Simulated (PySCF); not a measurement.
Simulation results for CH$_{7}$B$_{2}$Ge, CH$_{4}$BGe

Computed with PySCF 2.14.0. Calculation on a computer-drawn molecule: the log of a Hartree-Fock and frozen-core CCSD(T) single point meant for a local Hartree-Fock minimum, with one planted fault or none, to be diagnosed. Offsets are logged minus clean, where the clean run is the same molecule without the fault. The reference is restricted for singlets and unrestricted otherwise, and also for a bond in bohr or an excited solution. Adding or removing an electron swaps singlet and doublet. The excited solution moves the top pair (singlet) or top alpha electron (doublet) to the lowest empty orbital. Highest occupied and lowest empty are orbital energies over both spins, largest force is the largest gradient component, triples share is (T) over the correlation energy, the T1 limit is 0.02 restricted and 0.045 unrestricted, electrons count all cores, a negative frequency is imaginary (commonest isotopes), and the dipole is about the centre of nuclear charge; on germanium a core potential holds 10 electrons, which the energies leave out, and 3d is frozen in MP2 and coupled-cluster steps.

Common to all runs: meant charge 1; meant multiplicity 1; meant basis cc-pVDZ; meant basis and core potential on germanium cc-pVDZ-PP ECP10MDF; logged SCF converged yes; logged SCF stable within its kind yes; possible faults no fault, one electron removed, one electron added, multiplicity raised by two, geometry at a saddle point, SCF held on an excited solution, minimal basis STO-3G, one bond length entered in bohr, all coordinates scaled.

(1) 
```xyz
11
formula=CH7B2Ge logged_electrons=53 logged_basis_functions=100 logged_spin_squared=0.7595 logged_highest_occupied=-21.985 logged_lowest_empty=-13.232 logged_largest_force=0.076959 logged_T1_diagnostic=0.015476 logged_D1_diagnostic=0.053639 logged_triples_share=0.029212 logged_CC_converged=yes logged_dipole_magnitude=3.2224 logged_energy_HF=-383.84153 logged_energy_CCSD(T)=-384.26188 planted_fault=one_electron_removed HF_energy_offset_from_clean_run=331.7 CCSD(T)_energy_offset_from_clean_run=349.1
B      1.6108     1.0326    -1.1767
C      0.5398     1.0034    -0.2187
Ge    -0.3236    -0.9436    -0.4632
B     -1.9251    -1.0226     0.8762
H      2.4618     0.9722    -1.9835
H     -0.2689     1.7081    -0.4300
H      0.8680     1.0471     0.8232
H      0.8455    -1.8828    -0.1820
H     -0.6866    -0.9861    -1.9451
H     -2.5340    -2.0447     0.9279
H     -2.2030    -0.0785     1.5467
```

Units: logged_highest_occupied, logged_lowest_empty in eV; logged_largest_force in hartree/bohr; logged_dipole_magnitude in debye; logged_energy_HF, logged_energy_CCSD(T) in hartree; HF_energy_offset_from_clean_run, CCSD(T)_energy_offset_from_clean_run in kcal/mol.

Drawn bonds:
```
atom  other atom  order
   1           2      1
   2           3      1
   3           4      1
   1           5      1
   2           6      1
   2           7      1
   3           8      1
   3           9      1
   4          10      1
   4          11      1
```

(2) 
```xyz
11
formula=CH7B2Ge logged_electrons=55 logged_basis_functions=100 logged_spin_squared=0.7635 logged_highest_occupied=-5.0485 logged_lowest_empty=0.032349 logged_largest_force=0.033633 logged_dipole_magnitude=10.58 logged_energy_HF=-384.51279 planted_fault=one_electron_added HF_energy_offset_from_clean_run=-89.56
B      1.6108     1.0326    -1.1767
C      0.5398     1.0034    -0.2187
Ge    -0.3236    -0.9436    -0.4632
B     -1.9251    -1.0226     0.8762
H      2.4618     0.9722    -1.9835
H     -0.2689     1.7081    -0.4300
H      0.8680     1.0471     0.8232
H      0.8455    -1.8828    -0.1820
H     -0.6866    -0.9861    -1.9451
H     -2.5340    -2.0447     0.9279
H     -2.2030    -0.0785     1.5467
```

Units: logged_highest_occupied, logged_lowest_empty in eV; logged_largest_force in hartree/bohr; logged_dipole_magnitude in debye; logged_energy_HF in hartree; HF_energy_offset_from_clean_run in kcal/mol.

Drawn bonds:
```
atom  other atom  order
   1           2      1
   2           3      1
   3           4      1
   1           5      1
   2           6      1
   2           7      1
   3           8      1
   3           9      1
   4          10      1
   4          11      1
```

Notes: coupled-cluster numbers left out as unreliable.

(3) 
```xyz
7
formula=CH4BGe logged_electrons=46 logged_basis_functions=71 logged_spin_squared=1.0535 logged_highest_occupied=-14.12 logged_lowest_empty=-5.202 logged_largest_force=0.028754 logged_dipole_magnitude=2.6592 logged_energy_HF=-357.72567 planted_fault=one_bond_length_entered_in_bohr,row_1_of_the_drawn_bonds HF_energy_offset_from_clean_run=136.3
B      0.9361    -1.6251    -0.5473
C      0.4500     0.1962    -2.4325
Ge     0.6157    -0.2189    -4.2015
H      1.1591    -2.4550     0.2507
H      0.1478     1.2069    -2.1698
H      0.3390     0.8171    -5.2624
H      1.0322    -1.6056    -4.6337
```

Units: logged_highest_occupied, logged_lowest_empty in eV; logged_largest_force in hartree/bohr; logged_dipole_magnitude in debye; logged_energy_HF in hartree; HF_energy_offset_from_clean_run in kcal/mol.

Drawn bonds:
```
atom  other atom  order
   1           2      1
   2           3      2
   1           4      1
   2           5      1
   3           6      1
   3           7      1
```

Notes: coupled-cluster numbers left out as unreliable.
